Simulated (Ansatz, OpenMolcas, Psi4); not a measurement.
CH3In (SMILES C[In]): methods side by side

CH3In: 5 atoms, total charge 0, spin state singlet. As SMILES, `C[In]`. Geometry: relaxed at PBE0-D4/def2-TZVP.

```csv
atom,x (Å),y (Å),z (Å)
C,-0.1828,0.0732,-0.0706
In,1.7728,-0.7095,0.6846
H,-0.9730,-0.0409,0.6802
H,-0.5026,-0.4605,-0.9728
H,-0.1145,1.1378,-0.3214
```

Quantity: the electronic atomisation energy, in eV. The values are calculated. Electronic energies at fixed atoms, without zero-point motion or spin-orbit coupling.

```json
{"level": "HF/def2-SVPD (core potential)", "kind": "Hartree–Fock", "program": "OpenMolcas", "value (eV)": "11.80", "CPU time (all runs)": "8.2 s"}
{"level": "BLYP/def2-SVPD (core potential)", "kind": "GGA", "program": "Ansatz", "value (eV)": "15.59", "CPU time (all runs)": "8.1 s"}
{"level": "TPSS/def2-SVPD (core potential)", "kind": "meta-GGA", "program": "OpenMolcas", "value (eV)": "15.96", "CPU time (all runs)": "32 s"}
{"level": "B3LYP/def2-SVPD (core potential)", "kind": "global hybrid", "program": "OpenMolcas", "value (eV)": "15.72", "CPU time (all runs)": "25 s"}
{"level": "M06-2X/def2-SVPD (core potential)", "kind": "hybrid meta-GGA", "program": "Psi4", "value (eV)": "15.59", "CPU time (all runs)": "69 s"}
{"level": "CAM-B3LYP/def2-SVPD (core potential)", "kind": "range-separated hybrid", "program": "Ansatz", "value (eV)": "15.80", "CPU time (all runs)": "8.4 s"}
{"level": "PBE-QIDH/def2-SVPD (core potential)", "kind": "double hybrid", "program": "Ansatz", "value (eV)": "15.63", "CPU time (all runs)": "9.7 s"}
{"level": "RPA@PBE0/def2-SVPD (core potential)", "kind": "RPA", "program": "Ansatz", "value (eV)": "14.82", "CPU time (all runs)": "13 s"}
{"level": "MP3/def2-SVPD (core potential)", "kind": "perturbation theory", "program": "Psi4", "value (eV)": "15.20", "CPU time (all runs)": "18 s"}
{"level": "CCSD/def2-SVPD (core potential)", "kind": "coupled cluster or CI", "program": "Ansatz", "value (eV)": "15.07", "CPU time (all runs)": "6.8 s"}
```

The values span 11.80 to 15.96 eV. In the correlated wave-function rows the outer d shell of In is correlated, in sets not made for it. Times are those of the runs behind each value, whatever else they computed, on shared processors of several kinds: orders of magnitude only.
